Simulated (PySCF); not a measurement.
Computed with PBE0/[Re def2-TZVP with ECP60, H def2-TZVP], scalar-relativistic core potentials, density fitting, no spin–orbit coupling, PySCF. Open shells, if any, are unrestricted.

Problem. What spin state, shape and geometry does isolated ReH₂ take (every ligand bound to Re)?

Solution. Formally Re is in oxidation state +2, d5, with 5 unpaired electrons (the high-spin count). The Mulliken spin on Re is 5.11. The polar-tensor charge on Re, 0.61, is far below the formal one. The lowest minimum found is a sextet of C2v symmetry with Re–H 1.751 Å (×2); H–Re–H 150.2°. Its harmonic wavenumbers are 556 (a1), 1704 (b2), 1885 (a1) cm⁻¹ and its dipole moment is 0.94 D.

This need not be the most stable arrangement of these atoms. With open d or f shells other occupations or spin states may lie lower. Spin–orbit coupling, left out here, can matter for elements this heavy.
